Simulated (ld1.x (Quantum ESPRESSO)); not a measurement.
Configuration tests for Mn (TM)

```json
{
 "Element": "Mn",
 "Generator": "ld1.x (Quantum ESPRESSO) 7.5",
 "Type": "norm-conserving Troullier–Martins (Kleinman–Bylander form)",
 "Functional": "PBE",
 "Relativity": "fully relativistic",
 "Frozen core": "[Ne] 3s2",
 "Valence charge": "13",
 "Reference configuration": "3p6 3d5 4s0 4p0 (charge +2)",
 "Partial waves": "4s (bound, empty): rc 2.50 bohr; 3p (bound): rc 1.25 bohr; 3d (bound): rc 1.75 bohr",
 "Local potential": "all-electron potential smoothed inside 2.05 bohr (lloc = -1)",
 "Core correction": "Bessel-smoothed model core inside 1.15 bohr"
}
```

Open shells are filled in proportion to 2j + 1 (rel_dist='average').

Energies are relative to the spin-unpolarised reference configuration 3p6 3d5 4s0 4p0; without spin polarisation the order of configurations can differ from experiment.

| valence configuration | charge | ΔE all-electron (eV) | error AE − PS (meV) |
| --- | --- | --- | --- |
| 3p6 3d5 4s1 4p0 | +1 | -15.599 | -4.4 |
| 3p6 3d4 4s0 4p0 | +3 | 32.519 | -36 |
| 3p6 3d4 4s2 4p1 | 0 | -16.215 | -355 |
| 3p6 3d5 4s0 4p2 | 0 | -16.086 | -337 |
| 3p6 3d6 4s1 4p0 | 0 | -24.373 | +7.8 |
| 3p5 3d5 4s2 4p0 | +1 | 37.973 | -518 |

(1) What are ΔE and the potential's error for 3p6 3d5 4s2 4p0?

Levels in the configuration 3p6 3d6 4s1 4p0:

```tsv
level	all-electron (eV)	pseudo (eV)
3p j=1/2	-51.298	-51.245
3p j=3/2	-50.049	-49.995
3d j=3/2	-3.437	-3.409
3d j=5/2	-3.333	-3.305
4s j=1/2	-4.133	-4.170
```

Answers

(1) ΔE = -24.015 eV all-electron; the error (AE − PS) is -3.7 meV.
